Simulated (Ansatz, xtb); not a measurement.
Stretching the B1–H2 bond in BCl2H (SMILES ClBCl) (multiplicity 1 held, fragments rigid). Energies count from the point at 1.182 Å.
Geometry at that point (charge 0, multiplicity 1):
```xyz
4

B     -0.4996    -0.3156    -0.3776
H     -1.3415    -0.8474    -1.0138
Cl    -0.3583     1.4202    -0.4187
Cl     0.5841    -1.2776     0.5894
```

R- and RO- levels are restricted; in cc, def2 and unpolarised 6-31G sets they are followed outwards from rest. Active spaces are followed from a long bond inwards. Levels need not reach the same state.

Cores are frozen in the correlated methods.

Run with Ansatz (Gaussian orbitals); xtb for the GFN methods. Values without a source in brackets are computed. The GFN methods have no spin term and hold the electronic entropy of 300 K.

Energies in kcal/mol.

| R (Å) | GFN2-xTB | R-CCSD/cc-pV(D+d)Z | FIC-NEVPT4(SD) on CASSCF(2,2)/cc-pV(D+d)Z | FIC-MRCISD on CASSCF(2,2)/cc-pV(D+d)Z | FIC-MRCISD+Q on CASSCF(2,2)/cc-pV(D+d)Z |
|---|---|---|---|---|---|
| 0.945 | 24.9 | 29.2 | [?] | 29.4 | 29.3 |
| 1.063 | 4.0 | 6.6 | 6.7 | 6.7 | 6.7 |
| 1.182 | 0.0 | 0.0 | 0.0 | 0.0 | 0.0 |
| 1.300 | 3.5 | 2.4 | 2.3 | 2.3 | 2.4 |
| 1.418 | 10.0 | 9.8 | 9.5 | 9.5 | 9.7 |
| 1.595 | 22.5 | 25.1 | 24.4 | 24.4 | 24.7 |
| 1.772 | 36.2 | 41.6 | 40.5 | 40.4 | 40.8 |
| 2.068 | 58.4 | 66.5 | 64.3 | 64.2 | 64.7 |
| 2.363 | 77.6 | 85.5 | [?] | 81.6 | 82.3 |
| 2.718 | 95.6 | 100.5 | [?] | 94.2 | 95.1 |
| 3.190 | 110.8 | 110.9 | 102.2 | 101.5 | 102.5 |
| 3.781 | 119.6 | 115.8 | 104.8 | 104.1 | 105.1 |

Fill in the missing entries.


- 2.363, FIC-NEVPT4(SD) on CASSCF(2,2)/cc-pV(D+d)Z: 81.9
- 2.718, FIC-NEVPT4(SD) on CASSCF(2,2)/cc-pV(D+d)Z: 94.7
- 0.945, FIC-NEVPT4(SD) on CASSCF(2,2)/cc-pV(D+d)Z: 29.5

Doubts at one or more of the structures used: a restricted determinant that unrestricted orbitals would lower (R-CCSD/cc-pV(D+d)Z); other coupled-cluster roots lie near (R-CCSD/cc-pV(D+d)Z); T1 above 0.05 (R-CCSD/cc-pV(D+d)Z).

Ansatz is a first-principles code.
